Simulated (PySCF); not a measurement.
C₂H₅AlCl₂, SMILES [Cl][Al]([Cl])[CH2]C.

The structure is a stationary point at ωB97X-D3(BJ)/def2-SVP. The structure was generated by enumeration; whether it is a known compound was not checked. The values are those of a single conformer.

Computed with ωB97X-D3(BJ)/def2-SVP (PySCF 2.14.0).

Frequencies are harmonic and unscaled.

| mode | ν (cm⁻¹) | IR (km/mol) | moving atoms (share of kinetic energy) |
|---|---|---|---|
| 1 | 23 | 0.4 | H 49 %, C 39 %, Cl 9 % |
| 2 | 92 | 1.5 | Cl 40 %, C 35 %, H 17 % |
| 3 | 146 | 10.5 | H 49 %, Al 39 %, Cl 10 % |
| 4 | 152 | 11.1 | Cl 70 %, Al 14 %, C 13 % |
| 5 | 244 | 12.9 | H 57 %, Al 30 %, C 9 % |
| 6 | 273 | 4.2 | C 51 %, Cl 26 %, H 17 % |
| 7 | 434 | 19.7 | Cl 56 %, C 27 %, H 9 %, Al 8 % |
| 8 | 596 | 38.8 | H 73 %, C 21 % |
| 9 | 622 | 182.4 | Al 68 %, Cl 31 % |
| 10 | 682 | 103.8 | Al 51 %, C 30 %, H 13 % |
| 11 | 932 | 2.4 | H 92 % |
| 12 | 966 | 7.3 | H 84 %, C 15 % |
| 13 | 1058 | 21.6 | C 70 %, H 29 % |
| 14 | 1244 | 3.8 | H 58 %, C 41 % |
| 15 | 1248 | 1.7 | H 77 %, C 23 % |
| 16 | 1412 | 5.7 | H 85 %, C 15 % |
| 17 | 1435 | 3.3 | H 87 %, C 13 % |
| 18 | 1481 | 5.1 | H 96 % |
| 19 | 1492 | 8.2 | H 97 % |
| 20 | 3057 | 20.4 | H 95 % |
| 21 | 3063 | 19.3 | H 96 % |
| 22 | 3104 | 3.4 | H 91 %, C 9 % |
| 23 | 3148 | 20.9 | H 90 %, C 10 % |
| 24 | 3155 | 18.6 | H 91 %, C 9 % |
